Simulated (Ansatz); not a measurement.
Reaction (ligand exchange at a B–S bond): `CB(O)S` + CH₃SH → `CSB(C)O` + H₂S

Computed with Ansatz on PBE0-D4/def2-TZVP structures; ΔE is electronic, products minus reactants. CCSD(T)/CBS adds triple-zeta CCSD(T) − MP2 to the extrapolated MP2 energy (def2 sets, frozen cores). This one scheme is used for every species. DFT in def2-TZVPP. Each species was taken in one conformer, which may not be the lowest.

```csv
species,r2SCAN energy (Eh)
`CB(O)S`,-539.44073
CH₃SH,-438.67254
`CSB(C)O`,-578.73993
H₂S,-399.37417
```

(1) Work out ΔE.

Largest T1 diagnostic among the species: 0.012.

## Answers

(1) ΔE = (-578.73993) + (-399.37417) − (-539.44073) − (-438.67254) = -0.00083 Eh = -0.02 eV. CCSD(T)/CBS gives -0.04 eV.

The D4 term adds −0.05 eV with B3LYP and −0.03 eV with PBE0; it sums over pairs of atoms, weighted by their polarisabilities, and B3LYP, whose exchange is more repulsive, gets the larger term. Leaving LDA and LC-ωPBE aside and taking each functional with its dispersion term where it has one, the values, not all of them listed here, spread over 0.04 eV, from revPBE-D4 to B2PLYP. LDA lies −0.05 eV from PBE without D4.

B3LYP here is the variant with VWN-RPA as its local correlation; programs differ in this.
